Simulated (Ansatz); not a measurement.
Ansatz (a quantum-chemistry and plane-wave program) input:

Ansatz 0.2 input:
```yaml
crystal:
  periodic: [false, false, false]
  atoms:
    - {symbol: Se, position_ang: [1.17262568, 0.40922539, 0.48775405]}
    - {symbol: Se, position_ang: [-0.66558231, -0.15182904, -0.68988109]}
    - {symbol: C, position_ang: [-1.84608856, -0.92752492, 0.68649734]}
    - {symbol: H, position_ang: [-2.76673434, -1.22610297, 0.18695246]}
    - {symbol: H, position_ang: [-2.04565369, -0.17185354, 1.44061804]}
    - {symbol: H, position_ang: [-1.35055516, -1.78836990, 1.12576501]}
basis:
  gaussian:
    orbitals: aug-cc-pVDZ
magnetization: {spin_polarized: true, initial_magnetization: 1}
correlation: {method: ccsd_t, electrons: outside_noble_gas}
output: {forces: true}
```

Task: What final total energy does it print?

Result: -4839.69230 Eh (CCSD(T)/aug-cc-pVDZ). The basis has 122 functions.

It need not be the lowest isomer of its formula.
